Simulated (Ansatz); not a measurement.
# Ligand exchange: CH6SSn + SbH3 → SnH3(SH) + SbH2(CH3)

Species: CH6SSn `C[S][SnH3]`, singlet; SbH3 (stibine) `[SbH3]`, singlet; SnH3(SH), singlet; SbH2(CH3), singlet. The partners trade CH3 for H: S–CH3 and Sb–H bonds give way to S–H and Sb–CH3.

Shapes, held fixed at every level: PBE0-D4/def2-TZVP. Programs: Ansatz 0.2.0. The zero-point and thermal change to 298 K, harmonic and unscaled (PBE0-D4/def2-TZVP), is +1.0 kJ/mol.

| level | kind | ΔH(298 K) (kJ/mol) | less CCSD(T)/def2-TZVPP |
| --- | --- | --- | --- |
| HF/def2-SVP | Hartree–Fock | -30.4 | +3.8 |
| HF/def2-TZVPP | Hartree–Fock | -32.4 | +1.8 |
| PBE-D4/def2-TZVPP | GGA | -28.2 | +6.0 |
| wB97X-V/def2-TZVPP | range-separated hybrid | -29.7 | +4.5 |
| MP2/def2-TZVPP | perturbation theory | -36.8 | -2.6 |
| CCSD/def2-TZVPP | coupled cluster or CI | -34.6 | -0.4 |
| CCSD(T)/def2-TZVPP | coupled cluster or CI | -34.2 | 0.0 |

The highest level, CCSD(T)/def2-TZVPP, gives ΔH(298 K) = -34.2 kJ/mol; the levels span -36.8 to -28.2. The column of differences is taken from that level and isn't an error. No measured value is set beside it here. For atoms past krypton def2 sets carry core potentials with scalar relativity. Correlated rows may include outer-core shells of Sb, Sn, which these sets cover unevenly.
